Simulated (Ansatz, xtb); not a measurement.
# Relaxing a trial structure of C2H3BF

The starting geometry of this gas-phase doublet was built from a drawn formula by distance geometry and a force field; its bonds are those of `[BH][C@H]([CH])F`.

```xyz
7

C     1.4268    1.9793   -0.5696
C     0.8502    1.7137    0.7672
B     0.4177    2.7324   -1.4741
F     2.5567    2.8014   -0.3826
H    -0.6841    3.0017   -1.1764
H     1.7937    1.0128   -1.0466
H     0.0140    0.9442    0.6578
```

Q: Predict what becomes of its bonds when it is optimised with r2SCAN-D4/def2-SVP.

A: A new bond forms, giving a structure given below by its coordinates. Distances that change by over a tenth: C1–B3 (1.55 → 1.76 Å). Contacts that close: C2–B3 (2.50 → 1.41 Å).

The energy falls by 3.25 eV over 16 steps:

```tsv
step	E − E(last) (eV)
1	3.255
3	2.599
4	1.905
6	0.645
8	0.242
9	0.087
11	0.008
13	0.001
14	0.000
16	0.000
```

Final geometry (Å):

```xyz
7

C     1.5934    1.8115   -0.5920
C     0.4958    1.7677    0.3284
B     0.0166    2.5730   -0.7278
F     2.4830    2.8567   -0.5831
H    -0.4816    3.2876   -1.5354
H     2.0561    0.9501   -1.0962
H     0.2116    0.9389    0.9816
```

From the same start GFN2-xTB reaches the same bonding as this run.

No frequencies were run, so the end isn't proven a minimum. Open shells are spin-unrestricted. Run with Ansatz 0.2.0, 110 s on 1 thread of Arm Neoverse V1, on a shared host.
